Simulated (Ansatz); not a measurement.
Geometry optimisation, RKS PBE0/def2-SVP in Ansatz 0.2.0.

Input file:

```yaml
crystal:
  periodic: [false, false, false]
  atoms:
    - { symbol: C, position_ang: [-0.5693, -0.5175, -0.3683] }
    - { symbol: Sb, position_ang: [0.6531, 0.17, 1.2428] }
    - { symbol: H, position_ang: [-0.4738, -1.5472, -0.5971] }
    - { symbol: H, position_ang: [-1.6059, -0.3076, -0.1033] }
    - { symbol: H, position_ang: [-0.3838, 0.1114, -1.3075] }
    - { symbol: H, position_ang: [0.3375, 1.8817, 0.8805] }
    - { symbol: H, position_ang: [2.1033, 0.1411, 0.2072] }
basis:
  gaussian: { orbitals: def2-SVP }
hamiltonian:
  xc: pbe0
relax:
  f_tol: 0.015
  max_steps: 40
```

Run as:

```bash
$ ansatz run input.yaml --threads 1 --pin off --max-ram 2048MiB --backend cpu --events-out ev --progress --plain --runs-dir out
```

Where does it end, and by what steps?

The forces met the threshold. After 4 steps the energy has fallen by 0.159 eV; H6 moved furthest, 0.09 Å.

| step | energy less start (eV) | largest force component (eV/Å) | accepted |
| --- | --- | --- | --- |
| 0 | 0.0000 | 2.412 | yes |
| 1 | -0.0573 | 0.862 | yes |
| 2 | -0.1469 | 0.278 | yes |
| 3 | -0.1591 | 0.017 | yes |
| 4 | -0.1592 | 0.004 | yes |

```xyz
7
Properties=species:S:1:pos:R:3
C -0.612 -0.480 -0.406
Sb 0.675 0.181 1.221
H -0.442 -1.552 -0.578
H -1.660 -0.332 -0.110
H -0.408 0.078 -1.328
H 0.414 1.850 0.904
H 2.094 0.187 0.252
```

Time of the run: 14 s on 1 CPU thread of a shared host.
